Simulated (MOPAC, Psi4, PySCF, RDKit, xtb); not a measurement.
Two geometries of C₂H₆BN, SMILES B/C=C\N, relaxed at B3LYP-D3(BJ)/def2-SVP with one dihedral held; other torsions can differ between them too.

Structure A

```
10

B     -1.5835    -0.3951     0.2548
C     -0.7176     0.7950    -0.1285
C     -0.4714     1.8896     0.6554
N     -1.1152     2.2318     1.8073
H     -2.7635    -0.2920     0.5315
H     -1.1748    -1.5194     0.0624
H      0.0671     0.6228    -0.8770
H      0.3346     2.5868     0.3932
H     -1.9549     1.7243     2.0669
H     -1.0393     3.1787     2.1543
```

Structure B

```
10

B     -1.5599    -0.3853     0.2486
C     -0.6451     0.7590    -0.1165
C     -0.8443     2.0655     0.2685
N     -1.9188     2.5646     0.9186
H     -2.7523    -0.2076     0.4236
H     -1.1699    -1.5302     0.2504
H      0.3532     0.5651    -0.5238
H     -0.0759     2.8233     0.0660
H     -2.7147     1.9635     1.1021
H     -2.0392     3.5607     1.0324
```

**Question.** Which is lower in energy at the level DF-MP2 (frozen core)/cc-pVTZ // B3LYP-D3(BJ)/def2-SVP (Psi4), and by how much?

**Answer.** B is lower, by 6.26 kcal/mol (dihedral H5–B1–C2–C3: 60° in A, 30° in B).

E(B) − E(A) in kcal/mol at the other levels, on the same two geometries: B3LYP/def2-TZVP // B3LYP-D3(BJ)/def2-SVP (Psi4) -6.22; B3LYP-D3(BJ)/def2-TZVP // B3LYP-D3(BJ)/def2-SVP (Psi4) -6.29; PBE/def2-TZVP // B3LYP-D3(BJ)/def2-SVP (Psi4) -6.19; PBE-D3(BJ)/def2-TZVP // B3LYP-D3(BJ)/def2-SVP (Psi4) -6.23; M06-2X/def2-TZVP // B3LYP-D3(BJ)/def2-SVP (Psi4) -6.11; HF/cc-pVTZ // B3LYP-D3(BJ)/def2-SVP (Psi4) -6.15; UFF // B3LYP-D3(BJ)/def2-SVP (RDKit) -3.88; PM7, restricted, heats of formation // B3LYP-D3(BJ)/def2-SVP (MOPAC) -3.35; AM1, restricted, heats of formation // B3LYP-D3(BJ)/def2-SVP (MOPAC) -3.27; GFN1-xTB // B3LYP-D3(BJ)/def2-SVP (xtb) -4.26; restricted B3LYP/6-31G*, spherical d // B3LYP-D3(BJ)/def2-SVP (PySCF) -6.26; restricted LDA (SVWN5)/6-31G*, spherical d // B3LYP-D3(BJ)/def2-SVP (PySCF) -6.89; restricted MP2 (frozen core)/3-21G // B3LYP-D3(BJ)/def2-SVP (PySCF) -7.13; restricted Hartree-Fock/6-31G*, spherical d // B3LYP-D3(BJ)/def2-SVP (PySCF) -6.12.
